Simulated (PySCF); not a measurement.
# Excitation energy of Zn⁺ by level of theory

Zn⁺ [Ar] 3d10 4s1 (2S) → Zn⁺ [Ar] 3d10 4p1 (2P), as a difference of total energies. All numbers are calculated (PySCF 2.14, the non-relativistic Hamiltonian (point nucleus), in def2-QZVPPD (11s6p5d4f2g, 100 functions)). Correlated levels: valence: [Ar] frozen. The calculations carry no spin-orbit coupling.

```
           method  excitation energy (eV)
              UHF                   5.420
    MP2 (valence)                   5.853
SCS-MP2 (valence)                   5.795
   CCSD (valence)                   5.774
CCSD(T) (valence)                   5.797
```

How much does correlation contribute at CCSD(T) (valence)?

5.797 − (5.420) = 0.377 eV, measured against UHF.

These non-relativistic numbers lack the scalar-relativistic shift.

Errors of the correlated levels include the incompleteness of this basis and the frozen core.

For comparison: 6.083 eV (measured; NIST levels, between the centres of gravity of the two terms).
